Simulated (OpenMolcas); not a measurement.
Computed levels of 5s2 5p3 in ions with 51 electrons, in cm-1 above 4S* 3/2.

| Property | Result |
| --- | --- |
| Program | OpenMolcas 26.06 |
| Method | CASSCF |
| Basis | ANO-R3 |
| Scalar Hamiltonian | X2C, finite nucleus |
| Spin-orbit coupling | RASSI with atomic mean-field integrals over the reference wave functions, term energies averaged over their components |

Active space for each ion: 5 electrons in 4 orbitals (5s 5p).

| Level | Sb | Te+ | Xe3+ |
| --- | --- | --- | --- |
| 2D* 3/2 | 12152 | 14067 | 17038 |
| 2D* 5/2 | 13447 | 16313 | 21549 |
| 2P* 1/2 | 18679 | 22720 | 30010 |
| 2P* 3/2 | 20297 | 25670 | 36606 |

**Question.** Estimate 2D* 3/2, 2D* 5/2 for I2+ from its neighbours Te+ and Xe3+.

**Answer.** 2D* 3/2 is another term, which grows about linearly with the charge: (14067 + 17038) / 2 = 15552. The calculation gives 15609, so the estimate is off by -0.4 %.
2D* 5/2 is another term, which grows about linearly with the charge: (16313 + 21549) / 2 = 18931. The calculation gives 18929, so the estimate is off by 0 %.

Mixed levels, with the weight of the term that names them: I2+ 2P* 3/2 (75 %), Xe3+ 2D* 3/2 (75 %), Xe3+ 2P* 3/2 (72 %).

Levels of configurations outside the active space are missing.

* marks odd parity.
